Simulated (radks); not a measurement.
Values are calculated unless marked as measured or tabulated.
Spherical quantum dot in the effective-mass picture: electrons in a hard-walled sphere of radius 7.63, with a point charge +2 (a donor) at the centre, all in effective atomic units (hartree* = m*/eps^2 hartree, bohr* = eps/m* bohr), one dielectric constant everywhere. Level of theory: non-relativistic Kohn-Sham, LDA (Slater exchange, Perdew-Wang correlation), spin-polarised, spherical densities (a radial shooting solver with Libxc functionals). Levels are named by radial order and angular momentum (1s, 1p, 1d, 2s, ...), and open shells are averaged over m.

N = 24, configuration 1s2 1p6 1d10 2s2 1f(up 4, down 0). This is the lowest configuration that the search found. Occupied and some empty levels:

| level | occupation | eigenvalue (hartree*) | <r> (bohr*) |
|---|---|---|---|
| 1s up | 1 | 3.3514 | 1.014 |
| 1s down | 1 | 3.3514 | 1.007 |
| 2s up | 1 | 3.5257 | 5.611 |
| 2s down | 1 | 3.5455 | 5.601 |
| 1p up | 3 | 3.5572 | 5.689 |
| 1p down | 3 | 3.5774 | 5.674 |
| 1d up | 5 | 3.6239 | 5.782 |
| 1d down | 5 | 3.6445 | 5.773 |
| 1f up | 4 | 3.7190 | 5.869 |
| 1f down | 0 | 3.7400 | 5.864 |
| 1g up | 0 | 3.8406 | 5.949 |
| 1g down | 0 | 3.8620 | 5.946 |
| 2p up | 0 | 4.0349 | 3.819 |
| 2p down | 0 | 4.0422 | 3.799 |
| 2d up | 0 | 4.2132 | 4.363 |
| 2d down | 0 | 4.2232 | 4.349 |

Energy (hartree*): total 39.1927, kinetic 10.666, external -14.467, Hartree 49.040, exchange-correlation -6.0465.

Electron density:

| r (bohr*) | n(r) (e/bohr*^3) |
|---|---|
| 0.413 | 0.7186 |
| 0.792 | 0.1913 |
| 1.17 | 0.05661 |
| 1.55 | 0.01825 |
| 1.93 | 0.006526 |
| 2.31 | 0.002988 |
| 2.69 | 0.002237 |
| 3.07 | 0.002698 |
| 3.45 | 0.003977 |
| 3.83 | 0.006055 |
| 4.21 | 0.009013 |
| 4.59 | 0.01284 |
| 4.97 | 0.01720 |
| 5.35 | 0.02127 |
| 5.72 | 0.02365 |
| 6.11 | 0.02271 |
| 6.48 | 0.01769 |
| 6.86 | 0.009883 |
| 7.24 | 0.002795 |
| 7.62 | 6.666e-06 |
